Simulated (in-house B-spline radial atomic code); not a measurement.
Configurations of the caesium ion Cs⁵⁺, with energies counted from [Kr] 4d10 5s2 5p2. Computed with a B-spline radial code for spherical atoms: scalar-relativistic (X2C) BHandHLYP, spin-polarised, spherical fractional occupations, exact exchange averaged over the configuration, Fermi nucleus of rms radius 4.8041 fm. Shells without spins written out take the highest spin.

Occupations are held fixed; configurations that lie above the ionisation limit could autoionise.

| configuration | E - E(ref) (eV) | highest orbital | its <r> (bohr) |
| --- | --- | --- | --- |
| [Kr] 4d10 5s2 5p1 5f1 | 42.084 | 5f up | 3.416 |
| [Kr] 4d10 5s2 5p1 6d1 | 43.001 | 6d up | 4.245 |
| [Kr] 4d10 5s1 5p2 6d1 | 56.132 | 6d up | 4.231 |
| [Kr] 4d9 5s2 5p3 | 70.06 | 5p up | 1.755 |
| [Ar] 3d10 4s2 4p5 4d10 4f1 5s2 5p2 | 180.77 | 4f up | 1.183 |

**Question.** Order these further configurations by energy, lowest first.
A. [Kr] 4d10 5s1 5p2 5f1
B. [Kr] 4d10 5s1 5p2 6f1
C. [Ar] 3d9 4s2 4p6 4d10 4f1 5s2 5p2
D. [Ar] 3d9 4s2 4p6 4d10 5s2 5p2 5d1
E. [Ar] 3d10 4s2 4p5 4d10 5s2 5p2 6s1

**Answer.** A (55.284 eV), B (64.618 eV), E (194.83 eV), C (741.03 eV), D (747.14 eV).

**Question.** How far above the reference does [Kr] 4d10 5s1 5p3 lie?

**Answer.** 11.813 eV; its least bound orbital is 5p up with <r> = 1.787 bohr.
